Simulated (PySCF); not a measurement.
**Electron correlation in Sn+ (tin, charge +1)**

[Kr] 4d10 5s1 5p1 6s1, high-spin 4P determinant (an excited configuration). Calculation: PySCF 2.14, in aug-cc-pVTZ-DK3 (8s7p5d2f, 68 functions); scalar relativity by spin-free X2C-1e. Frozen: [Kr] 4d10; 3 electrons correlated.

```json
{"level": "CCSD", "correlation energy (mhartree)": "-11.46"}
{"level": "(T)", "correlation energy (mhartree)": "-0.11"}
{"level": "CCSD(T)", "correlation energy (mhartree)": "-11.57"}
```

Diagnostics: T1 = 0.020, D1 = 0.0478, largest double amplitude 0.052.

The outer electron is Rydberg-like, and this basis confines it to a smaller radius and binds it less than a complete one would.

Cost of the coupled-cluster step: roughly 2.4 core-seconds, for 3 correlated electrons.
